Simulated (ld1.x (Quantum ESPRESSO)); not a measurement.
# indium (In), TM: configuration errors across variants

In, norm-conserving Troullier–Martins (Kleinman–Bylander form), made with ld1.x (Quantum ESPRESSO) 7.5 (PBE, non-relativistic). Core [Kr] 4d10, reference 5s1.5 5p1.5. Waves: 5s (bound): rc 2.20 bohr; 5p (bound): rc 2.55 bohr. Local part: all-electron potential smoothed inside 2.10 bohr (lloc = -1). Core correction: Bessel-smoothed model core inside 1.55 bohr.

All-electron excitation energies from the reference (eV): (1) 5s2 5p1 -2.555; (2) 5s2 5p0 2.875; (3) 5s1 5p0 21.254; (4) 5s2 5p0.5 -0.575; (5) 5s2 5p1.3 -3.111; (6) 5s0 5p3 7.980; (7) 5s1 5p1 8.712.

4 further variants failed, have other tests or another functional or relativity, and are left out.

A true bound ghost makes a file unfit for plane-wave use even where its test errors are small: the radial tests pick states by their node count and pass the ghost by.

Errors AE − PS in meV (a dash: test not solved or not reliable):

| change | (1) | (2) | (3) | (4) | (5) | (6) | (7) | bound ghosts |
| --- | --- | --- | --- | --- | --- | --- | --- | --- |
| base | -2.8 | -4.3 | -89 | -1.9 | -3.1 | -31 | -16 | none |
| all radii but the core radius scaled by about 0.76 (s 1.68, p 1.94 bohr); local potential all-electron potential smoothed inside 1.60 bohr (lloc = -1) | -3.4 | -5.1 | -128 | -2.0 | -3.3 | -9.7 | -6.1 | s, d |
| wave 5p (bound): rc 2.55 bohr becomes 5p (bound): rc 1.92 bohr | -2.4 | -3.0 | -91 | -1.2 | -2.7 | -23 | -15 | none |
| type PAW; waves now 5s (bound): rcut 1.90, rcutus 2.20 bohr; 5s channel at 1.45 Ry: rcut 1.90, rcutus 2.20 bohr; 5p (bound): rcut 2.20, rcutus 2.55 bohr; 5p channel at 0.4 Ry: rcut 2.20, rcutus 2.55 bohr; local potential all-electron potential smoothed inside 1.85 bohr (lloc = -1); augmentation PSQ, inside the norm-conserving radii | -3.6 | -4.3 | -136 | -1.3 | -4.9 | -33 | -26 | none |
| local potential the s channel | -3.6 | -5.2 | -116 | -2.0 | -4.4 | -33 | -22 | none |
| local potential all-electron potential smoothed inside 2.30 bohr (lloc = -1) | -3.3 | -4.9 | -109 | -1.9 | -3.9 | -31 | -19 | none |

Task: Give the same row for: core correction Bessel-smoothed model core inside 2.56 bohr.

Result: -2.3, -2.9, -68, -1.3, -2.6, -25, -13; bound ghosts: none.
